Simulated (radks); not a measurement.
The numbers below are computed, except where a source is named.
Q: Radial electron density D(r) = 4 pi r^2 rho(r) of an atom or ion with 58 electrons. Level of theory: scalar-relativistic Kohn-Sham, BLYP, spin-polarised, spherical densities, point nucleus (a radial shooting solver on a logarithmic mesh with Libxc functionals).

| r (bohr) | D(r) (e/bohr) | spin D(r) |
|---|---|---|
| 0.002189 | 11.94 | 0.00000628 |
| 0.002508 | 14.64 | 0.00000767 |
| 0.002874 | 17.86 | 0.00000930 |
| 0.003319 | 21.89 | 0.0000113 |
| 0.003802 | 26.31 | 0.0000135 |
| 0.004356 | 31.36 | 0.0000159 |
| 0.005031 | 37.37 | 0.0000187 |
| 0.005764 | 43.59 | 0.0000214 |
| 0.006604 | 50.20 | 0.0000241 |
| 0.007626 | 57.37 | 0.0000266 |
| 0.008737 | 63.98 | 0.0000285 |
| 0.01009 | 70.37 | 0.0000296 |
| 0.01156 | 75.37 | 0.0000292 |
| 0.01324 | 78.92 | 0.0000269 |
| 0.0153 | 80.75 | 0.0000217 |
| 0.01752 | 80.52 | 0.0000131 |
| 0.02008 | 78.62 | -8.50e-07 |
| 0.02319 | 75.52 | -0.0000255 |
| 0.02657 | 72.66 | -0.0000657 |
| 0.03044 | 71.21 | -0.000136 |
| 0.03515 | 72.59 | -0.000271 |
| 0.04027 | 77.37 | -0.000497 |
| 0.04651 | 85.73 | -0.000903 |
| 0.05328 | 95.03 | -0.00151 |
| 0.06104 | 103.0 | -0.00234 |
| 0.0705 | 106.9 | -0.00331 |
| 0.08077 | 104.4 | -0.00373 |
| 0.09254 | 96.84 | -0.00227 |
| 0.1069 | 86.77 | 0.00463 |
| 0.1224 | 80.20 | 0.0221 |
| 0.1414 | 80.07 | 0.0632 |
| 0.162 | 85.75 | 0.139 |
| 0.1856 | 92.06 | 0.272 |
| 0.2143 | 92.12 | 0.503 |
| 0.2456 | 82.13 | 0.832 |
| 0.2814 | 64.85 | 1.29 |
| 0.3249 | 46.77 | 1.91 |
| 0.3723 | 37.26 | 2.58 |
| 0.4265 | 36.79 | 3.28 |
| 0.4926 | 41.11 | 3.90 |
| 0.5643 | 42.87 | 4.27 |
| 0.6517 | 38.51 | 4.33 |
| 0.7467 | 30.15 | 4.09 |
| 0.8554 | 21.53 | 3.63 |
| 0.9879 | 15.11 | 3.00 |
| 1.132 | 11.89 | 2.35 |
| 1.297 | 10.10 | 1.70 |
| 1.498 | 8.312 | 1.09 |
| 1.716 | 6.241 | 0.640 |
| 1.966 | 4.074 | 0.330 |
| 2.27 | 2.181 | 0.141 |
| 2.601 | 1.012 | 0.0546 |
| 3.004 | 0.3667 | 0.0177 |
| 3.441 | 0.1137 | 0.00564 |
| 3.943 | 0.02772 | 0.00168 |
| 4.553 | 0.004610 | 0.000412 |
| 5.217 | 0.0006266 | 0.0000892 |

What is the nuclear charge?

A: Z = 61. The innermost maximum, from 1s, lies near gamma/Z bohr with gamma = sqrt(1 - (Z/c)^2) = 0.895, here 0.0147 bohr (found: 0.0160), and its height grows with Z. The density is that of the promethium ion Pm3+ in [Xe] 4f4; the configuration itself is not fixed sharply by these data, and Z only to a few units. D(r) has 4 maxima, at r = 0.0160, 0.0716, 0.199, 0.551 bohr, and minima at 0.0309, 0.132, 0.400 bohr, inside which lie 1.95, 11.13, 29.13 electrons.
